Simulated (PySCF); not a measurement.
A structure optimised at B3LYP-D3(BJ)/def2-SVP, used in a PySCF frequency run:

```xyz
11

Al    -0.2876     0.2398    -0.1677
C     -1.9931    -0.5721    -0.6743
H     -2.0360    -1.6513    -0.4572
H     -2.1878    -0.4381    -1.7532
H     -2.8322    -0.0887    -0.1433
C      0.1238     2.1375    -0.4230
H      0.0667     2.4049    -1.4933
H      1.1226     2.4270    -0.0594
H     -0.6188     2.7695     0.0958
S      1.2054    -1.1108     0.7295
H      2.1532    -0.1600     0.9020
```

Q: Write its SMILES and formula.

A: [CH3][Al]([CH3])[SH], C2H7AlS

Q: What are its rotational constants (standard atomic weights)?

A: 4.9044, 2.9055, 1.8671 GHz
